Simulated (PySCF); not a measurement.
# Spin-rotation constants: `C=C(C=C)[C@H]1C=CC1`, C8H10

Cartesian coordinates in Å; atom numbers follow the order of the lines, from 1:
```xyz
18

C     1.257   -0.634   -2.103
C     1.527   -0.884   -0.828
C     0.630   -0.665    0.301
C     1.054   -0.888    1.545
C    -0.752   -0.159    0.013
C    -1.649    0.163    1.182
C    -1.730    1.457    0.894
C    -0.847    1.366   -0.317
H     1.985   -0.816   -2.876
H     0.313   -0.235   -2.431
H     2.501   -1.277   -0.561
H     0.424   -0.720    2.401
H     2.051   -1.244    1.745
H    -1.228   -0.791   -0.741
H    -2.073   -0.466    1.945
H    -2.242    2.294    1.333
H     0.100    1.899   -0.250
H    -1.330    1.605   -1.264
```

Level of theory: GIAO BHandHLYP/pcSseg-1 magnetisability, rotational g tensor and spin-rotation constants, non-relativistic, gas phase in PySCF. Geometry: GFN2-xTB.

(1) Give the nuclear spin-rotation constants along the inertial axes (H = +C I·J) beside the isotropic shieldings.

(2) How do the rotational constants and the g tensor change when H9, H10, H11, H12, H13, H14, H15, H16, H17, H18 are replaced by deuterium?

Results:

(1) Rotational constants 3.6580, 1.6719, 1.2661 GHz. A star marks the isotopologue with that one atom substituted, in its own axes.
| atom | isotope | Caa (kHz) | Cbb (kHz) | Ccc (kHz) | mean (kHz) | σ (ppm) |
| --- | --- | --- | --- | --- | --- | --- |
| H9 | 1H | 0.243 | -0.140 | -0.141 | -0.013 | 26.6 |
| H10 | 1H | -0.035 | -0.033 | -0.126 | -0.064 | 26.5 |
| H11 | 1H | 0.096 | -0.061 | -0.118 | -0.028 | 25.3 |
| H12 | 1H | 0.180 | -0.102 | -0.148 | -0.023 | 26.6 |
| H13 | 1H | 0.035 | -0.070 | -0.123 | -0.053 | 26.6 |
| H14 | 1H | -0.324 | -0.137 | 0.017 | -0.148 | 28.4 |
| H15 | 1H | -0.228 | 0.016 | -0.074 | -0.095 | 25.5 |
| H16 | 1H | 0.271 | -0.179 | -0.100 | -0.003 | 25.5 |
| H17 | 1H | -0.317 | -0.194 | 0.025 | -0.162 | 29.8 |
| H18 | 1H | -0.396 | 0.073 | -0.133 | -0.152 | 29.1 |
| C1 | 13C* | 1.637 | 0.485 | 0.188 | 0.770 | 66.4 |
| C2 | 13C* | 1.821 | 0.560 | 0.235 | 0.872 | 38.7 |
| C3 | 13C* | 1.959 | 0.613 | 0.216 | 0.929 | 27.7 |
| C4 | 13C* | 1.585 | 0.492 | 0.219 | 0.765 | 63.1 |
| C5 | 13C* | 0.713 | 0.300 | 0.222 | 0.411 | 142.0 |
| C6 | 13C* | 1.721 | 0.527 | 0.294 | 0.847 | 38.8 |
| C7 | 13C* | 1.794 | 0.483 | 0.300 | 0.859 | 38.8 |
| C8 | 13C* | 0.617 | 0.324 | 0.210 | 0.384 | 146.0 |

For the geometry as given, no vibrational averaging.

(2) Constants 2.9172, 1.4428, 1.0808 GHz; g -0.0379, -0.0161, -0.0024, against -0.0475, -0.0186, -0.0028 before.
